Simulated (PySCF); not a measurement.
Compound: C5H9NO2.
SMILES: `C=CNC(=O)COC`

Level: B3LYP/def2-SVPD in PySCF, non-relativistic, on one gas-phase PBE0-D3(BJ)/def2-SVP geometry that isn't relaxed in the solvent. The solvent is an IEF-PCM continuum (Bondi radii, 1.10 Å for H, scaled by 1.2), and excitations are vertical TDDFT with non-equilibrium linear response and a frozen core. Specific hydrogen bonds and non-electrostatic terms are outside this model.

Gas-phase singlets (H = HOMO, L = LUMO):

```csv
state,E (eV),λ (nm),f,leading configuration
S1,5.105,243,0.001,H-1→L 92%
S2,5.638,220,0.432,H→L 91%
S3,5.927,209,0.053,H→L+1 88%
S4,6.524,190,0.034,H-1→L+1 95%
S5,6.639,187,0.015,H→L+3 86%
```

Give the list for cyclohexane (ε = 2.017), n² = 2.04.

```
state  E (eV)  λ (nm)      f  leading configuration  change by rank (eV)
   S1   5.152     241  0.002              H-1→L 92%               +0.047
   S2   5.478     226  0.577                H→L 96%               -0.160
   S3   6.017     206  0.028              H→L+1 92%               +0.090
   S4   6.638     187  0.036            H-1→L+1 84%               +0.114
   S5   6.703     185  0.019              H-2→L 74%               +0.064
```

How does the list change in dimethylsulfoxide (ε = 46.83)?

```json
{"state": "S1", "E (eV)": "5.222", "λ (nm)": "237", "f": "0.003", "leading configuration": "H-1→L 91%", "change by rank (eV)": "+0.117"}
{"state": "S2", "E (eV)": "5.445", "λ (nm)": "228", "f": "0.602", "leading configuration": "H→L 96%", "change by rank (eV)": "-0.193"}
{"state": "S3", "E (eV)": "6.143", "λ (nm)": "202", "f": "0.030", "leading configuration": "H→L+1 92%", "change by rank (eV)": "+0.216"}
{"state": "S4", "E (eV)": "6.583", "λ (nm)": "188", "f": "0.001", "leading configuration": "H-2→L 89%", "change by rank (eV)": "+0.059"}
{"state": "S5", "E (eV)": "6.747", "λ (nm)": "184", "f": "0.045", "leading configuration": "H→L+2 57%", "change by rank (eV)": "+0.108"}
```

The ground-state energy changes by -0.364 eV from gas to dimethylsulfoxide. By how much does the total energy of gas-phase S1 change?

E(S1) = E(S0) + excitation energy, so it changes by -0.364 + 0.117 = -0.247 eV: it is lowered less than the ground state, which is what a blue shift means. This is the vertical state, with the slow part of the continuum still set for S0.

How do the frontier levels move from gas to dimethylsulfoxide?

```csv
orbital,gas (eV),solvent (eV),change (eV)
LUMO+2,0.75,0.92,+0.17
LUMO+1,0.14,0.44,+0.30
LUMO,-0.75,-0.74,+0.01
HOMO,-6.59,-6.55,+0.04
HOMO-1,-7.23,-7.26,-0.03
HOMO-2,-8.58,-8.42,+0.16
HOMO-3,-9.24,-9.23,+0.01
```

The HOMO–LUMO gap goes from 5.84 to 5.81 eV. Rows go by rank; for HOMO-3 and LUMO+1 the atom shares or the degeneracy differ between the runs, so the row needn't follow one orbital.

Conformer computed: `[CH2:1]=[CH:2][NH:3][C:4](=[O:5])[CH2:6][O:7][CH3:8]`: C1–C2–N3–C4 -179°, C2–N3–C4–O5 0°, N3–C4–C6–O7 20°, C4–C6–O7–C8 82°.
